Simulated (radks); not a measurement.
W47+, 27 electrons, occupied as [Ar] 3d9. Calculated with a radial shooting solver on a logarithmic mesh with Libxc functionals: scalar-relativistic Kohn-Sham, XLYP, spin-polarised, spherical densities, finite nucleus; open shells are filled with parallel spins first (spin-orbit coupling, left out, can overturn this in heavy ions); Fermi nuclear charge, rms radius 5.3658 fm.

Normalised radial functions P(r) = r R(r), r in bohr:

r         3s down  3p down   3d up
0.002236   0.5651   0.0364  0.0003
0.00282    0.6523   0.0535  0.0006
0.003585   0.7447   0.0795  0.0012
0.004557   0.8323   0.1175  0.0023
0.005747   0.9014   0.1705  0.0044
0.007306   0.9403   0.2481  0.0083
0.009287   0.9239   0.3563  0.0157
0.01181    0.8245   0.5022  0.0295
0.01489    0.6231   0.6834  0.0534
0.01893    0.2867   0.9089  0.0972
0.02406   -0.1759   1.1544  0.1731
0.03035   -0.6972   1.3691  0.2940
0.03858   -1.2030   1.4923  0.4908
0.04904   -1.4964   1.4084  0.7821
0.06234   -1.3710   1.0075  1.1766
0.07862   -0.7268   0.2713  1.6312
0.09995    0.4050  -0.7616  2.0970
0.1271     1.6489  -1.7941  2.4187
0.1602     2.4524  -2.4235  2.4457
0.2037     2.4981  -2.4183  2.1040
0.259      1.8304  -1.8060  1.4756
0.3292     0.9496  -0.9833  0.8002
0.4151     0.3444  -0.3834  0.3252
0.5278     0.0750  -0.0926  0.0856
0.6709     0.0091  -0.0129  0.0136
0.8461     0.0006  -0.0009  0.0012
1.076      0.0000  0.0000  0.0000

3s down: eigenvalue -5075.0 eV, 2 radial nodes at r = 0.0221, 0.0924 bohr, <r> = 0.196 bohr, 90 % of the charge inside 0.286 bohr. 3p down: eigenvalue -4629.8 eV, 1 radial node at r = 0.0841 bohr, <r> = 0.195 bohr, 90 % of the charge inside 0.290 bohr. 3d up: eigenvalue -4150.1 eV, 0 radial nodes, <r> = 0.175 bohr, 90 % of the charge inside 0.269 bohr.
